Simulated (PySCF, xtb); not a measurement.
C₉H₆N₄, SMILES C1=CC2=CC=NC3N2C(=N1)N=CC=3.

GFN2-xTB (xtb 6.7.1) at its own geometry gives an orbital gap of 1.85 eV and a dipole moment of 3.55 D.

Coordinates come from a PBE0-D3(BJ)/def2-SVP optimisation.

Question: What does CAM-B3LYP/def2-SVP (PySCF) give? (Estimate from the structure and the level; the computed values follow.)

Answer: gap 5.39 eV (levels -6.64 and -1.24 eV), dipole 3.38 D.
